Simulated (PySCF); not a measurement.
Species: C2H6Al2Cl2.
Z-matrix (Å and degrees, PBE0-D3(BJ)/def2-SVP geometry), rows numbered from 1:
```
C 
C   1  1.3421
Al  2  1.9342  1  120.87
Cl  3  2.3235  2  109.25  1   129.82
Al  4  2.3118  3   90.66  2   109.41
Cl  5  2.3114  4   89.62  3     0.50
H   1  1.0976  2  122.74  3  -179.95
H   1  1.0979  2  122.14  3     0.06
H   2  1.0992  1  117.10  3   179.99
H   3  1.5768  2  125.87  1    -1.99
H   5  1.5773  4  108.34  3  -108.40
H   5  1.5769  4  108.28  3   109.80
```

Linear response at CAM-B3LYP/def2-SVPD (PySCF, frozen core in the response, non-relativistic).

Static isotropic polarisability: 104.16 au (15.43 Å³), principal values 90.4, 91.8, 130.3 au.

Task: What is the polarisability at 1064 nm and at the sodium D line?

Result: 105.31 au at 1064 nm (+1.1 %), 108.07 au at 589.3 nm (+3.8 %). The rise at 589.3 nm is 3.38 times that at 1064 nm; a pure ω² law gives 3.26. The lowest singlet lies at 208 nm, shorter than both wavelengths.

Task: What is the isotropic C6 coefficient between two such molecules, C6 = (3/π)∫α(iω)² dω?

Result: 3743 au (Eh·bohr⁶) by a ten-point quadrature over imaginary frequencies, which is 2240 eV·Å⁶ or 216 J·nm⁶/mol.

Task: Which effective excitation energy ω̄ makes London's formula C6 = (3/4)α²ω̄ exact here?

Result: ω̄ = 4·C6/(3α²) = 0.460 Eh = 12.5 eV. A one-pole form α(ω) = α/(1 − ω²/ω̄²) fitted to the 1064 nm value gives 11.1 eV.

Task: How many electrons N does the Slater–Kirkwood formula C6 = (3/4)·√N·α^(3/2) need to give this C6?

Result: N = (4·C6/3)²/α³ = 22.0; the species has 78 electrons in all.

Task: What molar refraction at the D line follows from R = (4π/3)·N_A·α′, with α′ the polarisability volume?

Result: α′ = 16.01 Å³ gives R = 40.40 cm³/mol, for isolated, non-vibrating species.

Task: What n − 1 at the D line would an ideal gas of it have at 273.15 K and 1 atm (2.6868 × 10¹⁹ cm⁻³), by n − 1 = 2π·N·α′?

Result: 27.04 × 10⁻⁴, a formal value whether or not that pressure can be reached.

One conformer stands for the species.
